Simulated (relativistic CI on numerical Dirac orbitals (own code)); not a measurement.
## A ladder of approximations for the levels of Cr⁺

Calculated with a relativistic CI code on KLI orbitals (one set per configuration, finite nucleus), adding one ingredient at a time: step 1, Dirac-Coulomb, each configuration alone; step 2, with Breit and QED terms; step 3, with configuration mixing; step 4, with scaled Slater integrals (0.85); step 5, with a P86 correlation estimate; step 6, tied to the ionisation limit. P86 is a density functional for the correlation energy, evaluated here for each configuration and added to its levels. Step 6 is semi-empirical: configurations made of the next ion and one excited electron move by 6112 cm⁻¹, so that their limit matches the tabulated ionisation energy, and those with a non-penetrating f or g electron also take the P86 value of the least penetrating other one.

Configurations in the expansion (outside the closed core [Ar]): 3d5, 3d4.4s, 3d4.4p, 3d3.4s.4p, 3d4.5s, 3d4.4d, 3d4.5p, 3d4.4f, 3d4.5d, 3d4.5f, 3d3.4s2, 3d2.4s2.4p, 3d2.4s2.5s, 3d2.4s2.4d, 3d2.4s2.5p, 3d2.4s2.4f, 3d3.4s.5s, 3d2.4s.4p.5s, 3d2.4s.5s2, 3d2.4s.4d.5s, 3d2.4s.5s.5p, 3d2.4s.4f.5s.

Computed minus measured energy above the ground level, in cm⁻¹, for 10 of the 40 excited levels that pair in every step (one J of a term; a digit in brackets numbers repeated terms):

```csv
Configuration,Term,J,Measured,Step 1,Step 2,Step 3,Step 4,Step 5,Step 6
3d4.4s,a 6D,1/2,11962,-5007,-4815,-3876,-5283,-1984,4072
3d4.4s,a 4D,7/2,20024,-511,-422,-264,-3382,-206,4836
3d5,a 4G,5/2,20512,4769,4777,4928,1188,1245,1286
3d5,a 4P,5/2,21823,7281,7301,6049,1965,2465,2591
3d4.4p,z 6F°,1/2,46823,-7473,-7317,-6527,-7924,-3673,2364
3d4.4p,z 6P°,3/2,48399,-7186,-7052,-6289,-7912,-3661,2374
3d4.4p,z 4P°,1/2,48749,-5341,-5207,-5133,-6944,-2674,3314
3d4.4p,z 6D°,5/2,49352,-6723,-6607,-6066,-7830,-3563,2427
3d3.4s.4p,y 6D°,1/2,81649,-12856,-12528,-11315,-12985,-6205,-6171
3d3.4s.4p,y 6F°,1/2,81735,-13169,-12834,-11798,-13411,-6612,-6637
```

Mean absolute errors in cm⁻¹, over all paired levels and for the configurations:

```csv
"Configuration, levels",Step 1,Step 2,Step 3,Step 4,Step 5,Step 6
"all, 40",7975,7834,7112,7928,3791,3690
"3d4.4s, 6",4228,4091,3282,4976,1697,4190
"3d5, 6",5623,5616,5282,1424,1643,1714
"3d4.4p, 17",6892,6787,6213,7837,3578,2437
"3d3.4s.4p, 11",12975,12702,11588,13225,6435,6433
```

Measured levels: NIST Handbook of Basic Atomic Spectroscopic Data (Sansonetti and Martin, J. Phys. Chem. Ref. Data 34, 1559 (2005)).

The mean absolute error is lowest at step 6 (3690 cm⁻¹), and the largest single drop is from step 4 to 5 (7928 to 3791). Terms of the ground configuration are off by 5623 at first, 5282 with mixing and 1424 after scaling, which stands in for the correlation that narrows term splittings. Mixing lowers the ground level by 959, with 3d4.4d as its largest admixture; relative to it the configurations that move most are 3d3.4s.4p by +1115, 3d4.4s by +809, 3d4.4p by +574. The P86 estimate moves 3d3.4s.4p by +6790, 3d4.4p by +4259, 3d4.4s by +3279, and takes the mean absolute error of the excited configurations from 9075 to 4170. Step 6 takes that error from 4170 to 4039; it grows for 3d4.4s. The shift fits the limit, so it does little for low levels whose errors differ from those near the limit.
